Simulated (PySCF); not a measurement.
A run for PySCF: R-M06-2X/def2-TZVPP on C2H6Sn (SMILES [CH3][Sn][CH3]), a point of a torsion scan. Elements past Kr take the def2 small-core potentials; no spin–orbit coupling.

```python
from pyscf import gto, dft

mol = gto.M(
    atom='''
    C     1.65902511   -0.08773208    0.03526114
    Sn    0.02553395    0.87636907   -1.19649813
    C    -1.20680188   -1.01764277   -1.29409002
    H     2.09928200   -0.92711111   -0.50274028
    H     2.46901517    0.59353187    0.29546729
    H     1.25523566   -0.48517162    0.96621892
    H    -0.61679565   -1.84527669   -1.68666235
    H    -2.09732520   -0.92664933   -1.91586774
    H    -1.53596348   -1.30825136   -0.29640973
    ''',
    basis='def2-tzvpp',
    ecp={'Sn': 'def2-tzvpp'},
    charge=0, spin=0, verbose=4, max_memory=1800)
mf = dft.RKS(mol, xc='m062x').density_fit(auxbasis='def2-universal-jkfit')
mf.grids.level = 4
mf.conv_tol = 1e-9
mf.max_cycle = 150
mf.kernel()
mf.dip_moment()
```

The log:

```
PySCF version 2.14.0

[INPUT] verbose = 4
[INPUT] num. atoms = 9
[INPUT] num. electrons = 40
[INPUT] charge = 0
[INPUT] spin (= nelec alpha-beta = 2S) = 0
[INPUT] symmetry False subgroup None
[INPUT] Mole.unit = angstrom
[INPUT] Symbol           X                Y                Z      unit          X                Y                Z       unit  Magmom
[INPUT]  1 C      1.659025110000  -0.087732080000   0.035261140000 AA    3.135103091676  -0.165789603538   0.066633897440 Bohr   0.0
[INPUT]  2 Sn     0.025533950000   0.876369070000  -1.196498130000 AA    0.048252172378   1.656097526340  -2.261053774254 Bohr   0.0
[INPUT]  3 C     -1.206801880000  -1.017642770000  -1.294090020000 AA   -2.280525039810  -1.923066127944  -2.445475718333 Bohr   0.0
[INPUT]  4 H      2.099282000000  -0.927111110000  -0.502740280000 AA    3.967068038229  -1.751986084942  -0.950041440987 Bohr   0.0
[INPUT]  5 H      2.469015170000   0.593531870000   0.295467290000 AA    4.665762468696   1.121612680501   0.558352256867 Bohr   0.0
[INPUT]  6 H      1.255235660000  -0.485171620000   0.966218920000 AA    2.372051619188  -0.916841485212   1.825889135173 Bohr   0.0
[INPUT]  7 H     -0.616795650000  -1.845276690000  -1.686662350000 AA   -1.165574853323  -3.487067568144  -3.187329906115 Bohr   0.0
[INPUT]  8 H     -2.097325200000  -0.926649330000  -1.915867740000 AA   -3.963370222149  -1.751113447212  -3.620465319489 Bohr   0.0
[INPUT]  9 H     -1.535963480000  -1.308251360000  -0.296409730000 AA   -2.902550314534  -2.472236772490  -0.560133210356 Bohr   0.0

nuclear repulsion = 117.784063814368
number of shells = 74
number of NR pGTOs = 279
number of NR cGTOs = 196
basis = def2-tzvpp
ecp = {'Sn': 'def2-tzvpp'}


******** <class 'pyscf.df.df_jk.DFRKS'> ********
method = DFRKS
initial guess = minao
damping factor = 0
level_shift factor = 0
DIIS = <class 'pyscf.scf.diis.CDIIS'>
diis_start_cycle = 1
diis_space = 8
diis_damp = 0
SCF conv_tol = 1e-09
SCF conv_tol_grad = None
SCF max_cycles = 150
direct_scf = False
XC library pyscf.dft.libxc version 7.1.2
    S. Lehtola, C. Steigemann, M. J. T. Oliveira, and M. A. L. Marques,  SoftwareX 7, 1–5 (2018)
XC functionals = m062x
    Y. Zhao and D. G. Truhlar,  Theor. Chem. Acc. 120, 215 (2008)
    Y. Zhao and D. G. Truhlar,  Theor. Chem. Acc. 120, 215 (2008)
radial grids:
    Treutler-Ahlrichs [JCP 102, 346 (1995); DOI:10.1063/1.469408] (M4) radial grids

becke partition: Becke, JCP 88, 2547 (1988); DOI:10.1063/1.454033
pruning grids: <function nwchem_prune>
grids dens level: 4
symmetrized grids: False
atomic radii adjust function: <function treutler_atomic_radii_adjust>
small_rho_cutoff = 0
Set gradient conv threshold to 3.16228e-05
Initial guess from minao.
tot grids = 183592
******** <class 'pyscf.df.df.DF'> ********
auxbasis = def2-universal-jkfit
init E= -256.94638187655
  HOMO = -0.652380102382631  LUMO = -0.567332662493493  gap/eV = 2.31426
cycle= 1 E= -292.944883894625  delta_E=  -36  |g|= 2.36  |ddm|= 30.9
  HOMO = -0.0319207921637297  LUMO = 0.0553452018374436  gap/eV = 2.37463
cycle= 2 E= -293.252843017819  delta_E= -0.308  |g|= 2.29  |ddm|= 8.29
  HOMO = -0.223663574186956  LUMO = -0.0391628082735576  gap/eV = 5.02052
cycle= 3 E= -294.014855072336  delta_E= -0.762  |g|= 0.0811  |ddm|= 4.53
  HOMO = -0.262641189108978  LUMO = -0.0676132271665146  gap/eV = 5.30698
cycle= 4 E= -294.017459953086  delta_E= -0.0026  |g|= 0.0277  |ddm|= 0.521
  HOMO = -0.256421872286932  LUMO = -0.0616096015336733  gap/eV = 5.30111
cycle= 5 E= -294.017688093198  delta_E= -0.000228  |g|= 0.011  |ddm|= 0.048
  HOMO = -0.256675842043252  LUMO = -0.0613499646965856  gap/eV = 5.31509
cycle= 6 E= -294.017719108295  delta_E= -3.1e-05  |g|= 0.00407  |ddm|= 0.0202
  HOMO = -0.25682938427588  LUMO = -0.0616679242576925  gap/eV = 5.31061
cycle= 7 E= -294.017723992252  delta_E= -4.88e-06  |g|= 0.000462  |ddm|= 0.00926
  HOMO = -0.25690978332368  LUMO = -0.0617108367078565  gap/eV = 5.31163
cycle= 8 E= -294.017724108228  delta_E= -1.16e-07  |g|= 0.000159  |ddm|= 0.00233
  HOMO = -0.256902591113526  LUMO = -0.061710202022498  gap/eV = 5.31146
cycle= 9 E= -294.017724115774  delta_E= -7.55e-09  |g|= 3.69e-05  |ddm|= 0.000332
  HOMO = -0.256904352462842  LUMO = -0.0617083316703191  gap/eV = 5.31155
cycle= 10 E= -294.017724116435  delta_E= -6.61e-10  |g|= 7.51e-06  |ddm|= 0.000126
  HOMO = -0.256904887387066  LUMO = -0.0617090823641195  gap/eV = 5.31155
Extra cycle  E= -294.017724116457  delta_E= -2.24e-11  |g|= 4.18e-06  |ddm|= 2.13e-05
converged SCF energy = -294.017724116457
Dipole moment(X, Y, Z, Debye): -0.02265,  0.15540, -0.06058
```

The run converged.

Cost: very roughly 30 core-seconds.
